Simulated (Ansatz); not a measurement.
Ansatz (a first-principles code) input (wB97X-V/def2-TZVPD):

Ansatz 0.2 input:
```yaml
crystal:
  periodic: [false, false, false]
  atoms:
    - {symbol: N, position_ang: [-1.15421248, 0.08307660, 0.34072297]}
    - {symbol: C, position_ang: [-0.06243382, -0.00609724, 0.02334692]}
    - {symbol: O, position_ang: [1.11326156, 0.01036218, -0.37064141]}
    - {symbol: H, position_ang: [-2.11967395, 0.15073496, 0.62657741]}
    - {symbol: H, position_ang: [1.66767176, -0.77858513, -0.18658848]}
basis:
  gaussian:
    orbitals: def2-TZVPD
hamiltonian:
  xc: {name: wB97X-V}
total_charge: 2
magnetization: {spin_polarized: true, initial_magnetization: 1}
```

End of the output:

```
integrals: 0.04 GiB planned
639 factors; their error is unknown
integrals: 0.08 GiB planned
210 factors; integrals over basis functions are off by at most 1.9e-5 eV
mean field: 0.64 GiB planned
mean field evaluation 1: about -4568.5589 eV, gradient 5.5e1 eV
mean field evaluation 2: about -4566.7030 eV, gradient 5.8e1 eV
mean field evaluation 4: about -4577.2890 eV, gradient 3.1e0 eV
mean field evaluation 8: about -4577.3578 eV, gradient 1.0e-1 eV
mean field evaluation 16: about -4577.3614 eV, gradient 1.0e-3 eV
mean field evaluation 32: about -4577.3614 eV, gradient 9.0e-6 eV
mean field -4577.36136823 eV, -168.2149276353 hartree, gradient 9.0e-6 eV, S^2 0.776018; 1 other end points of the search recorded, 0 dependent functions left out
reference -4577.36136724 eV, -168.2149275992 hartree; 11, 10 occupied and 121, 122 virtual orbitals, 639 factors
Total energy: -4577.36136724 eV, -168.2149275992 hartree
```

This state (charge 2, doublet) is run at the relaxed geometry of the species with charge 1 and multiplicity 1.
